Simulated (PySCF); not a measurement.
Be(Me)(SiH3), SMILES [CH3][Be][SiH3], CAM-B3LYP/def2-SVP optimised geometry.

```
9

Be     0.33    -0.35     0.00
C      2.00    -0.35     0.00
H      2.42    -1.02     0.78
H      2.42     0.66     0.20
H      2.42    -0.68    -0.96
Si    -1.85    -0.35     0.00
H     -2.42     1.04     0.00
H     -2.42    -1.04     1.20
H     -2.42    -1.04    -1.20
```

Density from PySCF 2.14.0 with CAM-B3LYP/def2-TZVP at that geometry.

Minimum of the electron density along straight lines between bonded atoms, close to the bond critical point (lines longer than 1.1 times the sum of covalent radii, or with two minima, are not listed):

| bond | length / Å | ρ at the minimum / e bohr⁻³ | ∇²ρ there / e bohr⁻⁵ | position (fraction from the first atom) |
|---|---|---|---|---|
| Be1–C2 | 1.671 | 0.104 | 0.35 | 0.34 |
| C2–H3 | 1.105 | 0.261 | -0.83 | 0.64 |
| C2–H4 | 1.105 | 0.261 | -0.83 | 0.64 |
| C2–H5 | 1.105 | 0.261 | -0.83 | 0.64 |
| Be1–Si6 | 2.182 | 0.074 | -0.03 | 0.30 |
| Si6–H7 | 1.496 | 0.116 | 0.15 | 0.49 |
| Si6–H8 | 1.496 | 0.116 | 0.15 | 0.49 |
| Si6–H9 | 1.496 | 0.117 | 0.15 | 0.49 |
